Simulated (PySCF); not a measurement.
## Two probes of the same atoms: core binding energy and nuclear shielding

C4H5N3.
Atom-mapped SMILES: `[CH2:1]=[CH:2][n:3]1[n:4][cH:5][cH:6][n:7]1`

Structure used (GFN2-xTB), in Å, numbered top down from 1:
```
atom  x, y, z in Å
C1    -2.3318   -0.1839    0.1921
C2    -1.3194    0.6306   -0.0589
N3     0.0072    0.2494    0.0665
N4     0.9931    1.0862   -0.1910
C5     2.0924    0.3906    0.0320
C6     1.7130   -0.8981    0.4339
N7     0.3945   -0.9520    0.4447
H8    -2.1569   -1.1963    0.5111
H9    -3.3489    0.1440    0.0849
H10   -1.4216    1.6558   -0.3812
H11    3.0657    0.8148   -0.0964
H12    2.3140   -1.7417    0.7009
```

Binding energies: delta-SCF UKS SCAN, pcX-2 on the ionised atom, pcseg-1 elsewhere, spin-free X2C (PySCF). Shieldings: GIAO PBE0/pcSseg-1, non-relativistic, same geometry.

| atom | C 1s (eV) |
| --- | --- |
| C1 | 290.18 |
| C2 | 291.98 |
| C5 | 291.23 |

Problem. What are the absolute isotropic shieldings of these atoms?

Solution. 
| atom | environment | C 1s (eV) | isotropic shielding (ppm) |
| --- | --- | --- | --- |
| C1 | terminal =CH2 carbon | 290.18 | 77.1 |
| C5 | aromatic CH next to a ring nitrogen | 291.23 | 47.6 |
| C2 | vinylic carbon bearing nitrogen | 291.98 | 47.1 |

By binding energy: C1 < C5 < C2. By shielding: C2 ≈ C5 < C1.

Of atoms equivalent by bonding only the ionised one is listed; its partners' own values can differ in this conformer. Isolated species at its GFN2-xTB geometry (one conformer only).
